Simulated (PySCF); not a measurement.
**Radial density of Mo(41+) (molybdenum, charge +41)**

BP86, 1s1, 2S determinant. Computed with PySCF 2.14 in an even-tempered Gaussian basis (15 s from 69 bohr⁻², ratio 2.2; 7 p from 100 bohr⁻², ratio 2.4; 4 d from 310 bohr⁻², ratio 2.4; 3 f from 470 bohr⁻², ratio 2.4; 3 g from 700 bohr⁻², ratio 2.4), with no relativity, point nucleus.

| r (bohr) | 4πr²ρ (e/bohr) | 4πr²(ρα − ρβ) |
| --- | --- | --- |
| 0.000618 | 0.1077 | 0.1077 |
| 0.00104 | 0.2942 | 0.2942 |
| 0.00175 | 0.7841 | 0.7841 |
| 0.00294 | 2.007 | 2.0069 |
| 0.00495 | 4.796 | 4.7957 |
| 0.00833 | 10.21 | 10.2143 |
| 0.0140 | 17.93 | 17.9259 |
| 0.0236 | 22.72 | 22.7207 |
| 0.0396 | 16.67 | 16.6683 |
| 0.0667 | 4.880 | 4.8803 |
| 0.112 | 0.3054 | 0.3054 |
| 0.189 | 0.001364 | 0.0014 |

A non-relativistic calculation at this Z misses sizeable relativistic shifts. For one electron the Hartree and exchange-correlation energies should cancel; what remains is the self-interaction error.
